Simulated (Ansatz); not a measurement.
Species: chloroboronic acid, sum formula H₂BO₂Cl, net charge 0, singlet state. 
Structure (B3LYP-D3(BJ)/def2-TZVP (Ansatz, a first-principles code) minimum search):
```
B
O 1 1.3603
H 2 0.9621 1 116.06
O 1 1.3603 2 126.47 3 0.00
H 4 0.9621 1 116.06 2 0.00
Cl 1 1.7695 2 116.76 3 -180.00
```

Computed values are from Ansatz. Correlated levels leave the core frozen unless marked. UHF or UKS for open shells. No spin-orbit coupling. Non-relativistic. CBS marks a two-point X^-3 extrapolation of the correlation energy; Hartree-Fock from the larger set. The bracket is a focal-point correction in the basis named.

Question: What is the T1 diagnostic at CCSD/cc-pV(Q+d)Z?

Answer: 0.011.

Question: What is the vertical triplet-singlet gap at RI-MP2/CBS(aug-cc-pV(T+d)Z,aug-cc-pV(Q+d)Z)+[CCSD(T)-MP2]/aug-cc-pV(T+d)Z?

Answer: 8.11 eV.

Question: What is the dipole moment at CCSD(T)/aug-cc-pV(D+d)Z?

Answer: 3.86 D.

Question: What is the total energy at CCSD(T)/CBS(cc-pV(T+d)Z,cc-pV(Q+d)Z)?

Answer: -636.2643 Eh.

Question: What is the vertical ionisation energy (to the doublet) at RI-MP2/CBS(aug-cc-pV(T+d)Z,aug-cc-pV(Q+d)Z)+[CCSD(T)-MP2]/aug-cc-pV(T+d)Z?

Answer: 11.95 eV.
